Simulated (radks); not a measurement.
Task: Ionisation of the fluorine ion F+, [He] 2s2 2p4, to [He] 2s2 2p3 as the strength of local exchange is varied. Method: non-relativistic Kohn-Sham, Slater X-alpha exchange (alpha = 2/3 is LDA exchange), no correlation, spin-unpolarised, spherical densities, point nucleus; computed with a radial shooting solver on a logarithmic mesh with Libxc functionals.

alpha  E(F+) (hartree)  exchange (hartree)  IE (eV)  -e of the level emptied (eV)  <r> of it (bohr)
0.559        -96.42775            -7.04979   34.440                   24.670 (2p)             1.013
0.667        -97.79753            -8.50743   36.863                   26.869 (2p)            0.9894
0.734        -98.65507            -9.42717   38.407                   28.278 (2p)            0.9754
0.911       -100.94911           -11.91375   42.637                   32.164 (2p)            0.9406
0.941       -101.34203           -12.34337   43.375                   32.846 (2p)            0.9351
0.943       -101.36827           -12.37209   43.425                   32.891 (2p)            0.9347
0.967       -101.68353           -12.71761   44.020                   33.442 (2p)            0.9303
x            -99.99796           -10.87823   40.866                   30.532 (2p)            0.9546

Which alpha was used in the last row?

Result: alpha = 0.838. NIST Atomic Spectra Database: 34.971 eV (measured). The Delta-SCF value meets it near alpha = 0.58. Spin polarisation and multiplet splitting are left out, so open shells lie too high by an amount that depends on their filling.

Beside tabulated values, note that spin-unpolarised runs miss the spin-polarisation part of the exchange energy of open shells.
